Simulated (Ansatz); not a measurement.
Harmonic frequencies (cm⁻¹) at PBE0-D4/def2-TZVP from Ansatz: 7, 106, 106, 118, 227, 227, 255, 322, 362, 362, 599, 670, 701, 701, 713, 1093, 1093, 1392, 1455, 1456, 1464, 3039, 3124, 3124.

(1) Which molecule is it?
A. `[NH]=[Mo](=[NH])([NH2])[OH]`
B. `C[N]=[Mo](=[O])([F])[Cl]`
C. `C[N]=[Mo]([F])([F])([F])[F]`
D. `[CH3][Mo](=[NH])(=[NH])[F]`

Answers

(1) C.
